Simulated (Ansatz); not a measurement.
A nudged elastic band was laid between two geometries of BF2H + BrH (6 atoms, charge 0, multiplicity 1).

All numbers below come from Ansatz 0.2.0, RHF/def2-SVP.

- movable images: 7
- climbing image: from the first iteration
- spring: 5.0 eV/Å²
- optimiser: lbfgs
- start path: through a guess of the saddle point
- force threshold: 0.05 eV/Å
- iteration limit: 60
- end points: relaxed

Image 0:

```xyz
6
Properties=species:S:1:pos:R:3
B -0.007 -0.459 -0.164
F 0.011 -0.573 1.139
F 1.134 -0.506 -0.791
H -1.031 -0.337 -0.753
Br 0.029 3.046 1.188
H 0.133 2.112 2.238
```

Image 8:

```xyz
6
Properties=species:S:1:pos:R:3
B -0.008 0.480 -0.460
F 0.003 -0.072 2.120
F 1.136 -0.115 -0.609
H -1.034 -0.100 -0.590
Br -0.010 2.393 -0.166
H 0.181 0.697 2.562
```

Task: What changes between the two ends?

Result: Bonds broken: B1–F2, Br5–H6. Bonds formed: B1–Br5, F2–H6. BF2H + BrH becomes BBrFH + FH.

Task: Give the energies along the band, and the barrier.

Result: The run converged. The highest image is number 4 of 0 to 8, 2.03 eV above the first end and 1.06 eV above the last; the last end lies 0.97 eV above the first. Neighbouring images differ by up to 1.3 eV, so the band resolves the path poorly. Another band between the same ends (7 images) ends at a top of the same energy, where a vibrational analysis finds 1 clearly imaginary mode. The orbitals stay closed-shell, which can raise the energy where a bond breaks towards radicals; this wasn't checked here.

```json
{"image": "0", "path coordinate (Å)": "0.00", "energy (eV)": "0.00", "B1–F2 (Å)": "1.31", "Br5–H6 (Å)": "1.41", "B1–Br5 (Å)": "3.76"}
{"image": "1", "path coordinate (Å)": "0.49", "energy (eV)": "0.02", "B1–F2 (Å)": "1.31", "Br5–H6 (Å)": "1.41", "B1–Br5 (Å)": "3.42"}
{"image": "2", "path coordinate (Å)": "0.98", "energy (eV)": "0.15", "B1–F2 (Å)": "1.32", "Br5–H6 (Å)": "1.41", "B1–Br5 (Å)": "3.09"}
{"image": "3", "path coordinate (Å)": "1.48", "energy (eV)": "0.76", "B1–F2 (Å)": "1.35", "Br5–H6 (Å)": "1.45", "B1–Br5 (Å)": "2.67"}
{"image": "4", "path coordinate (Å)": "1.97", "energy (eV)": "2.03", "B1–F2 (Å)": "1.51", "Br5–H6 (Å)": "1.75", "B1–Br5 (Å)": "2.35"}
{"image": "5", "path coordinate (Å)": "2.36", "energy (eV)": "1.55", "B1–F2 (Å)": "1.77", "Br5–H6 (Å)": "2.07", "B1–Br5 (Å)": "2.10"}
{"image": "6", "path coordinate (Å)": "2.76", "energy (eV)": "1.15", "B1–F2 (Å)": "2.13", "Br5–H6 (Å)": "2.40", "B1–Br5 (Å)": "1.98"}
{"image": "7", "path coordinate (Å)": "3.15", "energy (eV)": "1.00", "B1–F2 (Å)": "2.46", "Br5–H6 (Å)": "2.75", "B1–Br5 (Å)": "1.95"}
{"image": "8", "path coordinate (Å)": "3.54", "energy (eV)": "0.97", "B1–F2 (Å)": "2.64", "Br5–H6 (Å)": "3.22", "B1–Br5 (Å)": "1.94"}
```

Task: What is the geometry of the highest image?

Result: 
```xyz
6
Properties=species:S:1:pos:R:3:forces:R:3
B 0.012 0.153 0.018 0.00 0.00 0.00
F 0.039 -0.082 1.513 0.00 0.00 0.00
F 1.152 -0.172 -0.510 0.00 0.00 0.00
H -1.045 -0.045 -0.470 0.00 0.00 0.00
Br 0.049 2.416 0.636 0.00 0.00 0.00
H 0.061 1.011 1.672 0.00 0.00 0.00
```

The band took 53 iterations and about 9 core-minutes.

Run time: 8.5 min on 1 thread of Arm Neoverse V1, on a shared host, peak memory 0.16 GiB.
